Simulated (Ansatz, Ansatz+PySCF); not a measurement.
```xyz
4

H     0.0570   -0.1327    0.0916
C     0.3826    0.4231    0.9617
C     1.0700    0.5083    2.0167
O     1.6931    0.6503    2.9868
```

Basis set: def2-SVP (spherical functions). Correlated methods keep 3 orbitals frozen. Charge 0, multiplicity 2.

Computed with Ansatz (development build ahead of 0.2.0); each method stands on the lowest determinant of its kind that the runs found.

The atomization energy at this shape (free ground-state atoms in the same class of orbitals less the molecule, no zero-point energy) of doublet C₂HO:

| method | atomization energy |
| --- | --- |
| UHF | 1194.0 kJ/mol |

What does UHF-MP2 give?

1714.5 kJ/mol.
